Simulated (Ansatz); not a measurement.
Two structures of GeH6OF2, closed shell, reached by relaxing down either side of one saddle point (PBE0-D4/def2-TZVP). Energies are electronic, without zero-point energy. Ansatz 0.2.0; basis: def2-TZVPP and def2-QZVPP; cores frozen in the correlated methods. Filled d shells of the heavier atoms are correlated. The def2 sets are not built for correlating such inner shells, so the correlated values are less sure here. Extrapolation: Hartree–Fock as exp(−7.88 √X), correlation as X^−2.97. First:

```xyz
10
angstrom
Ge -0.6319 -1.0901 -0.9338
F 1.0744 -0.8576 -0.4848
H -0.5207 -2.2379 -1.9490
H -1.3610 -1.5187 0.3359
H -1.0957 0.2144 -1.5705
H 0.2306 1.5275 0.9903
O -0.6801 1.2027 1.0178
H 1.8012 0.4255 0.1260
F 2.0629 1.2430 0.5187
H -0.8797 1.0912 1.9495
```

Second:

Ge1  (-1.120, -0.606, -0.537)
F2  (2.041, -1.023, -0.109)
H3  (-0.301, -0.484, -1.814)
H4  (-0.810, -1.842, 0.309)
H5  (-2.631, -0.458, -0.781)
H6  (0.777, 1.265, 0.550)
O7  (-0.652, 0.879, 0.414)
H8  (2.125, -0.124, 0.165)
F9  (1.745, 1.385, 0.593)
H10  (-1.174, 1.008, 1.209)
(Å)

Problem. Which bonds change from the first to the second?

Solution. GeH₃F ([F][GeH3]) + H₂O + HF → GeH₄O ([OH][GeH3]) + HF + HF; bonds formed: Ge1–O7, F2–H8, H6–F9; bonds broken: Ge1–F2, H6–O7, H8–F9.

Problem. Give the saddle point's structure and its height above each. (Judge from chemistry; the value comes from the calculation.)

Solution. Computed: 81.1 kJ/mol above the first and 68.7 kJ/mol above the second (CCSD(T) at an estimated basis limit (MP2 extrapolated from triple and quadruple zeta, plus CCSD(T) − MP2 in triple zeta)).
Ge1  (-0.742, -0.753, -0.562)
F2  (1.331, -0.664, -0.445)
H3  (-0.470, -0.808, -2.063)
H4  (-0.567, -1.974, 0.343)
H5  (-2.255, -0.363, -0.424)
H6  (0.541, 1.138, 0.709)
O7  (-0.392, 0.993, 0.271)
H8  (1.794, 0.140, 0.342)
F9  (1.878, 0.959, 1.029)
H10  (-1.119, 1.330, 0.800)
(Å)

The T1 diagnostic stays at or below 0.012.

Labels in which every atom is bracketed show which atoms are joined, not bond orders.

For scale, one of the runs: CCSD(T)/def2-TZVPP, 225 basis functions, launched by `ansatz run in.yaml --threads 8 --pin off --events-out ev --progress --plain --max-ram 19148MiB`. Hardware: 8 CPU threads of an Arm Neoverse N1, shared host. Wall time 2.4 min; peak host memory 4.1 GiB.
